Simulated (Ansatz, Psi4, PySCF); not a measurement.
n-butyl acetate (C6H12O2), singlet, geometry from GFN2-xTB. Base run: BLYP/STO-3G run with PySCF.

Geometry (Å):
```xyz
20

C     -3.8944     0.5945    -0.3391
C     -2.6800    -0.3159    -0.2049
C     -1.3848     0.4873    -0.1195
C     -0.1722    -0.4209     0.0152
O      1.0003     0.3918     0.0828
C      2.1680    -0.2518     0.1777
C      3.3156     0.7225     0.2373
O      2.2680    -1.4495     0.2089
H     -3.8183     1.2023    -1.2378
H     -4.8070     0.0067    -0.3984
H     -3.9694     1.2596     0.5181
H     -2.7832    -0.9313     0.6912
H     -2.6320    -0.9882    -1.0640
H     -1.4198     1.1583     0.7406
H     -1.2680     1.0999    -1.0153
H     -0.2330    -1.0330     0.9225
H     -0.0859    -1.0987    -0.8419
H      3.1870     1.3807     1.0927
H      3.3183     1.3321    -0.6627
H      4.2512     0.1789     0.3218
```
Charge 0, spin multiplicity 1.
All else is at PySCF's defaults.

The same geometry, method and basis name were run in Ansatz (a quantum-chemistry and plane-wave program) and Psi4 and PySCF, at each program's defaults and at the settings that a row names. The base is PySCF at its defaults. Differences at the defaults can come from grids, fitting, cores and function types together.

| code and settings | ΔE vs base (µEh) | basis functions | E (Eh) | SCF cycles | dipole (D) |
|---|---|---|---|---|---|
| PySCF, defaults (exact integrals, its default grid, spherical functions) | 0.0 | 52 | -381.16899 | 11 | 1.54 |
| Psi4, defaults (density fitting with its default set, its default grid, spherical functions) | -2721 | 52 | -381.17171 | 9 | 1.54 |
| Ansatz, defaults (factorised integrals, its default grid, spherical functions) | 1.6 | 52 | -381.16899 | - | - |
| PySCF, density fitting with def2-universal-jkfit | -2717 | 52 | -381.17171 | 11 | 1.54 |
| PySCF, fine grid | 5.0 | 52 | -381.16899 | 11 | 1.54 |
| Psi4, exact integrals, spherical functions, fine grid | 4.5 | 52 | -381.16899 | 12 | 1.54 |
| Ansatz, high accuracy | 4.6 | 52 | -381.16899 | - | - |
